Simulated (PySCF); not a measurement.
Ga: excitation energy

Ga [Ar] 3d10 4s2 4p1 (2P) → Ga [Ar] 3d10 4s1 4p2 (4P), as a difference of total energies. All numbers are calculated (PySCF 2.14, scalar relativity by spin-free X2C-1e, in x2c-TZVPPall (6s5p4d1f, 48 functions)). Correlated levels: valence: [Ar] 3d10 frozen; valence and next inner shell: [Ne] frozen. The calculations carry no spin-orbit coupling.

```csv
method,excitation energy (eV)
UHF,3.324
LDA,5.310
PBE,5.090
PBE0,4.765
r2SCAN,4.651
CAM-B3LYP,5.150
PBEsol,5.021
wB97X,5.468
wB97X-V,4.958
MP2 (valence),4.021
SCS-MP2 (valence),4.293
MP2 (valence and next inner shell),4.280
SCS-MP2 (valence and next inner shell),4.525
```

Problem. How much does correlation contribute at MP2 (valence and next inner shell)?

Solution. 4.280 − (3.324) = 0.956 eV, measured against UHF.
